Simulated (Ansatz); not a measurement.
```yaml
crystal:
  periodic: [false, false, false]
  atoms:
    - {symbol: C, position_ang: [1.543998, 0.904534, -1.272448]}
    - {symbol: O, position_ang: [1.024260, 0.938280, -0.194463]}
    - {symbol: Ge, position_ang: [-0.004651, 0.000568, 0.001403]}
    - {symbol: O, position_ang: [-1.102470, 0.181390, -1.050691]}
    - {symbol: C, position_ang: [-1.613662, 1.143095, -1.154090]}
    - {symbol: O, position_ang: [-0.474556, 0.332143, 1.424765]}
    - {symbol: C, position_ang: [-1.242965, -0.237150, 1.881348]}
    - {symbol: O, position_ang: [0.363062, -1.268104, -0.148873]}
    - {symbol: C, position_ang: [1.064187, -1.679810, 0.553231]}
    - {symbol: H, position_ang: [2.507987, 1.545291, -1.050047]}
    - {symbol: H, position_ang: [2.183918, 0.035937, -1.236543]}
    - {symbol: H, position_ang: [1.057653, 1.131704, -2.011284]}
    - {symbol: H, position_ang: [-0.969556, 1.714808, -1.198572]}
    - {symbol: H, position_ang: [-2.275589, 1.102139, -1.840926]}
    - {symbol: H, position_ang: [-1.747631, 1.611365, -0.340782]}
    - {symbol: H, position_ang: [-1.921671, -0.128102, 1.166889]}
    - {symbol: H, position_ang: [-1.603454, 0.048280, 2.371077]}
    - {symbol: H, position_ang: [-1.294719, -1.221761, 1.651815]}
    - {symbol: H, position_ang: [1.004219, -1.641383, 1.269584]}
    - {symbol: H, position_ang: [1.344970, -2.877836, 0.266622]}
    - {symbol: H, position_ang: [1.786939, -1.301166, 0.375396]}
basis:
  gaussian: {orbitals: 6-31G}
hamiltonian: {xc: {name: HF}}
correlation: {method: mp2}
```

```sh
$ ansatz run in.yaml --threads 4 --pin off --events-out ev --progress --plain --max-ram 46080MiB --backend cpu
```

Output, abridged:

```
Functional definition: HF
1463 factors; integrals over basis functions are off by at most 1.7e-4 eV
mean field evaluation 1: about -68858.5123 eV, gradient 6.3e1 eV
mean field evaluation 2: about -68859.0865 eV, gradient 6.3e1 eV
mean field evaluation 4: about -68866.5230 eV, gradient 4.6e0 eV
mean field evaluation 8: about -68866.5833 eV, gradient 7.5e-2 eV
mean field -68866.58335723 eV, -2530.8002589314 hartree, gradient 7.8e-6 eV, S^2 0.000000; 0 other end points of the search recorded, 0 dependent functions left out
17 core orbitals not correlated: weight in the atoms' cores, before any rotation towards them, 1.000 or more for the frozen orbitals, at most 0.000 for the correlated occupied ones
reference -68866.58335723 eV, -2530.8002589314 hartree; 33, 33 occupied and 75, 75 virtual orbitals, 1463 factors
second order -25.98532687 eV of doubles, -0.00000000 eV of singles
Total energy: -68892.56868410 eV, -2531.7552020803 hartree
```

Question: What is wrong with this run?

Answer: The geometry is squeezed to about two thirds of its size. The run converged. The result belongs to that input, not to the molecule as meant.
